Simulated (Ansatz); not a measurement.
Born–Oppenheimer molecular dynamics of BrH + CH3F (7 atoms, charge 0, multiplicity 1). It goes on from the last frame of an earlier run, with new velocities.

Theory: Ansatz 0.2.0, RKS B3LYP/def2-SVP.

```
ensemble        : NVT, Nosé–Hoover chain
time step       : 0.5 fs
steps asked     : 400
set temperature : 1000 K
thermostat      : time constant 300 fs, chain length 3
masses          : H 10 u
seed            : 108181
```

First frame:

```xyz
7
Properties=species:S:1:pos:R:3
Br -0.497 0.998 -2.587
H -0.392 1.099 -1.182
C 0.414 0.107 1.037
F 0.267 -0.914 1.991
H -0.552 0.615 0.919
H 0.718 -0.318 0.044
H 1.189 0.783 1.368
```

(1) What does the run give?

(2) What happens to the structure?

(3) How do temperature and energy run in time?

Answers

(1) All steps were run.

| Quantity | Value |
| --- | --- |
| steps done | 400 |
| time covered | 200 fs |
| mean temperature over the second half | 784 K |
| spread of the potential energy over the second half | 12.4 meV per atom |
| mean potential energy of the second half above the start | 25.2 meV per atom |

The conserved energy stayed within 0.086 meV per atom of its start (net change -0.023 meV per atom), so the integration is sound. The mean temperature of the second half is 22 % below the set value. A run of 0.2 ps of so small a system gives no equilibrium averages.

(2) The same pairs are bonded in the first frame and the last. Pairs count as bonded within 1.25 times the sum of covalent radii (0.12 Å more for H–H). The details hang on the random start.

(3) 
```json
{"time (fs)": "0.0", "T (K)": "1000", "potential energy less start (eV)": "0.000", "conserved less start (meV/atom)": "0.00"}
{"time (fs)": "6.5", "T (K)": "667", "potential energy less start (eV)": "0.215", "conserved less start (meV/atom)": "0.04"}
{"time (fs)": "13.0", "T (K)": "479", "potential energy less start (eV)": "0.337", "conserved less start (meV/atom)": "0.04"}
{"time (fs)": "19.5", "T (K)": "634", "potential energy less start (eV)": "0.237", "conserved less start (meV/atom)": "0.03"}
{"time (fs)": "26.0", "T (K)": "809", "potential energy less start (eV)": "0.125", "conserved less start (meV/atom)": "0.02"}
{"time (fs)": "32.5", "T (K)": "935", "potential energy less start (eV)": "0.044", "conserved less start (meV/atom)": "0.01"}
{"time (fs)": "39.0", "T (K)": "722", "potential energy less start (eV)": "0.182", "conserved less start (meV/atom)": "0.02"}
{"time (fs)": "45.5", "T (K)": "452", "potential energy less start (eV)": "0.358", "conserved less start (meV/atom)": "0.05"}
{"time (fs)": "52.0", "T (K)": "745", "potential energy less start (eV)": "0.169", "conserved less start (meV/atom)": "0.02"}
{"time (fs)": "58.5", "T (K)": "898", "potential energy less start (eV)": "0.071", "conserved less start (meV/atom)": "0.02"}
{"time (fs)": "65.0", "T (K)": "779", "potential energy less start (eV)": "0.150", "conserved less start (meV/atom)": "0.01"}
{"time (fs)": "71.5", "T (K)": "670", "potential energy less start (eV)": "0.221", "conserved less start (meV/atom)": "0.03"}
{"time (fs)": "78.0", "T (K)": "720", "potential energy less start (eV)": "0.190", "conserved less start (meV/atom)": "0.02"}
{"time (fs)": "84.5", "T (K)": "715", "potential energy less start (eV)": "0.195", "conserved less start (meV/atom)": "0.05"}
{"time (fs)": "91.0", "T (K)": "911", "potential energy less start (eV)": "0.070", "conserved less start (meV/atom)": "0.00"}
{"time (fs)": "97.5", "T (K)": "604", "potential energy less start (eV)": "0.271", "conserved less start (meV/atom)": "0.06"}
{"time (fs)": "104.0", "T (K)": "736", "potential energy less start (eV)": "0.187", "conserved less start (meV/atom)": "0.00"}
{"time (fs)": "110.5", "T (K)": "818", "potential energy less start (eV)": "0.136", "conserved less start (meV/atom)": "0.04"}
{"time (fs)": "117.0", "T (K)": "890", "potential energy less start (eV)": "0.092", "conserved less start (meV/atom)": "0.01"}
{"time (fs)": "123.5", "T (K)": "626", "potential energy less start (eV)": "0.266", "conserved less start (meV/atom)": "0.05"}
{"time (fs)": "130.0", "T (K)": "747", "potential energy less start (eV)": "0.189", "conserved less start (meV/atom)": "0.00"}
{"time (fs)": "136.5", "T (K)": "778", "potential energy less start (eV)": "0.172", "conserved less start (meV/atom)": "0.02"}
{"time (fs)": "143.0", "T (K)": "852", "potential energy less start (eV)": "0.127", "conserved less start (meV/atom)": "0.05"}
{"time (fs)": "149.5", "T (K)": "930", "potential energy less start (eV)": "0.081", "conserved less start (meV/atom)": "-0.01"}
{"time (fs)": "156.0", "T (K)": "568", "potential energy less start (eV)": "0.318", "conserved less start (meV/atom)": "0.05"}
{"time (fs)": "162.5", "T (K)": "755", "potential energy less start (eV)": "0.199", "conserved less start (meV/atom)": "-0.01"}
{"time (fs)": "169.0", "T (K)": "800", "potential energy less start (eV)": "0.174", "conserved less start (meV/atom)": "0.06"}
{"time (fs)": "175.5", "T (K)": "988", "potential energy less start (eV)": "0.056", "conserved less start (meV/atom)": "0.00"}
{"time (fs)": "182.0", "T (K)": "846", "potential energy less start (eV)": "0.152", "conserved less start (meV/atom)": "0.02"}
{"time (fs)": "188.5", "T (K)": "682", "potential energy less start (eV)": "0.262", "conserved less start (meV/atom)": "0.02"}
{"time (fs)": "195.0", "T (K)": "662", "potential energy less start (eV)": "0.278", "conserved less start (meV/atom)": "0.05"}
```

Time of the run: 10 min on 2 threads of Arm Neoverse N1, on a shared host, peak memory 0.14 GiB.
